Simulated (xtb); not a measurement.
C$_{2}$H$_{6}$Al (SMILES [CH3][Al+][CH3]), charge +1, singlet, at a GFN2-xTB geometry (such geometries of metal compounds can be far from the true shape); GFN-FF in xtb 6.7.1.

Here is a job for xtb.
```
$ xtb mol.xyz --gfnff --chrg 1 --json

# file mol.xyz
9

Al    -0.00000000     0.00000000    -0.00000000
C      1.50720605     0.20042735    -1.23909353
H      2.19275998    -0.66045124    -1.17828475
H      2.09155963     1.10777030    -1.01536712
H      1.16035750     0.27671081    -2.28248740
C     -1.50720605    -0.20042735     1.23909353
H     -2.07340287    -1.12374067     1.03486934
H     -2.20884983     0.64552472     1.15629899
H     -1.16242441    -0.24581393     2.28497092
```

Output, abridged:

```
   ID    Z sym.   atoms
    1   13 Al     1
    2    6 C      2, 6
    3    1 H      3-5, 7-9

           -------------------------------------------------
          |                Calculation Setup                |
           -------------------------------------------------

          ==================== Thresholds ====================
          CN  :   150.00000
          rep :   500.00000
          disp:  2500.00000
          HB1 :   250.00000
          HB2 :   450.00000

          Pauling EN used:
          Z : 1  EN :  2.20
          Z : 6  EN :  2.55
          Z :13  EN :  1.61
          electric field strengths (au): 0.000

           -------------------------------------------------
          |           Force Field Initialization            |
           -------------------------------------------------

          distances ...
          ----------------------------------------
          generating topology and atomic info file ...
          pair mat ...
          computing topology distances matrix with Floyd-Warshall algo ...
          making topology EEQ charges ...
          #fragments for EEQ constrain: 1
          ----------------------------------------
          generating topology and atomic info file ...
          pair mat ...
          computing topology distances matrix with Floyd-Warshall algo ...
          making topology EEQ charges ...
          #fragments for EEQ constrain: 1
          rings ...
          # BATM   30
          # H in HB   6

  atom   neighbors  erfCN metchar sp-hybrid imet pi  qest     coordinates
    1  Al      2    1.91   0.03         1    1    0   0.240   -0.000000    0.000000   -0.000000
    2  C       4    3.48   0.00         3    0    0  -0.096    2.848207    0.378753   -2.341547
    3  H       1    0.97   0.01         0    0    0   0.159    4.143716   -1.248072   -2.226635
    4  H       1    0.97   0.01         0    0    0   0.159    3.952475    2.093382   -1.918766
    5  H       1    0.97   0.01         0    0    0   0.159    2.192758    0.522908   -4.313276
    6  C       4    3.48   0.00         3    0    0  -0.096   -2.848207   -0.378753    2.341547
    7  H       1    0.97   0.01         0    0    0   0.159   -3.918164   -2.123562    1.955620
    8  H       1    0.97   0.01         0    0    0   0.159   -4.174121    1.219865    2.185088
    9  H       1    0.97   0.01         0    0    0   0.159   -2.196664   -0.464521    4.317969

          #atoms :   9
          #bonds :   8
          #angl  :   13
          #tors  :   0
          #nmol  :   1
          #optfrag :   1
           -------------------------------------------------
          |                   G F N - F F                   |
          |          A general generic force-field          |
          |                  Version 1.0.3                  |
           -------------------------------------------------
          Number of HB bonds (bound hydrogen)     0
          Number of HB bonds (unbound hydrogen)   0
          Number of XB bonds                      0

         :::::::::::::::::::::::::::::::::::::::::::::::::::::
         ::                     SUMMARY                     ::
         :::::::::::::::::::::::::::::::::::::::::::::::::::::
         :: total energy               0.172225783024 Eh    ::
         :: gradient norm              0.022674507259 Eh/a0 ::
         ::.................................................::
         :: bond energy               -1.216663460993 Eh    ::
         :: angle energy               0.000111617398 Eh    ::
         :: torsion energy             0.000000000000 Eh    ::
         :: repulsion energy           0.040465216767 Eh    ::
         :: electrostat energy         1.350782027189 Eh    ::
         :: dispersion energy         -0.002470103204 Eh    ::
         :: HB energy                  0.000000000000 Eh    ::
         :: XB energy                  0.000000000000 Eh    ::
         :: bonded atm energy          0.000000485867 Eh    ::
         :: external energy            0.000000000000 Eh    ::
         :: add. restraining           0.000000000000 Eh    ::
         :: total charge               1.000000000000 e     ::
         :::::::::::::::::::::::::::::::::::::::::::::::::::::

           -------------------------------------------------
          |                Property Printout                |
           -------------------------------------------------

molecular dipole:
                 x           y           z       tot (Debye)
 q only:        0.000      -0.000      -0.000       0.000

           -------------------------------------------------
          | TOTAL ENERGY                0.172225783024 Eh   |
          | GRADIENT NORM               0.022674507259 Eh/α |
           -------------------------------------------------
########################################################################
[WARNING] Runtime exception occurred
-1- gfnff_setup: Could not read topology file.
########################################################################

normal termination of xtb
```
